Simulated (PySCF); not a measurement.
One molecule, one basis, several functionals.

Carbonyl selenide, COSe.
SMILES: `O=C=[Se]`

PySCF, def2-SVPD basis, density fitting, gas phase, PBE0-D3(BJ)/def2-SVP geometry; singlet excitations by full TDDFT with frozen cores, triplets by Tamm–Dancoff TDDFT and ionisation energies by ΔSCF, from the lowest of the holes tried. One functional is left out:

| functional | exact exchange (%) | HOMO energy (eV) | LUMO energy (eV) | lowest singlet excitation (eV) | lowest triplet excitation (eV) | dipole moment (D) | mean polarisability (au) | vertical ionisation energy (eV) |
| --- | --- | --- | --- | --- | --- | --- | --- | --- |
| LDA | 0 | -7.20 | -2.32 | 4.88 | 4.32 | 0.953 | 41.5 | 10.89 |
| PBE | 0 | -7.02 | -2.10 | 4.92 | 4.22 | 0.881 | 41.8 | 10.60 |
| PBE0 | 25 | -8.15 | -1.20 | 4.97 | 4.23 | 0.855 | 41.0 | 10.65 |
| BHandHLYP | 50 | -9.11 | -0.19 | 4.97 | 4.29 | 0.868 | 40.5 | 10.55 |

Task: Predict the row of B3LYP (20 % exact exchange) by straight lines through the other rows, and check it.

Result: 
```tsv
property	line	computed	computed − line	PBE0 (25 %), for comparison
HOMO energy (eV)	-7.92	-7.91	+0.01	-8.15
LUMO energy (eV)	-1.40	-1.42	-0.02	-1.20
lowest singlet excitation (eV)	4.94	4.90	-0.04	4.97
lowest triplet excitation (eV)	4.27	4.25	-0.02	4.23
dipole moment (D)	0.888	0.911	+0.023	0.855
mean polarisability (au)	41.2	41.3	+0.1	41.0
vertical ionisation energy (eV)	10.67	10.68	+0.01	10.65
```
